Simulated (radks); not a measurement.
Dynamic dipole polarisability and lines of the carbon ion C2+, [He] 2s2. Method: scalar-relativistic Kohn-Sham, exchange-only LDA, spin-unpolarised, spherical densities, finite nucleus; Fermi nuclear charge, rms radius of each element as measured or else 0.836 A^(1/3) + 0.57 fm; computed with a radial shooting solver on a logarithmic mesh with Libxc functionals. Time-dependent linear response with the Hartree and adiabatic exchange-only LDA kernel, continuum included through the Sternheimer equations, no spin-orbit coupling, so fine structure and intercombination lines are absent. Lines are the poles of the dipole polarisability below minus the highest occupied eigenvalue, found on a grid refined at the orbital gaps; the lowest seven at most are given, and weak or close lines can be missed. The first line takes the name of the lowest orbital gap if no other gap lies below it; otherwise a line is named after a gap within 0.6 % of it, if that gap stands alone.

photon energy (eV)  alpha (bohr^3)
0                            4.254
0.636                        4.265
3.178                        4.555
5.721                        5.432
8.263                        7.902
10.806                       22.88
13.349                      -14.22
15.891                      -4.397
18.434                      -2.196
20.976                      -1.192
23.519                     -0.5382
26.061                      0.1379
28.604                       3.090
31.147                      -1.349
33.689                      0.6961

Lines (eV, oscillator strength): 11.876 (104.4 nm, 2s-2p), f = 0.736; 29.310 (42.30 nm, 2s-3p), f = 0.191; 34.169 (36.29 nm, 2s-4p), f = 0.0543. Higher lines, where found, are left out when the end of the mesh affects them. Those listed give 96 % of the static polarisability (sum of f/w^2). Orbital energy gaps for comparison: 2s-2p 8.326 eV; 2s-3p 29.455 eV; 2s-4p 34.203 eV. At laser wavelengths: 1550 nm 4.272, 1064 nm 4.292, 780 nm 4.325, 532 nm 4.410, 355 nm 4.624, 266 nm 4.964, 193 nm 5.865 bohr^3.
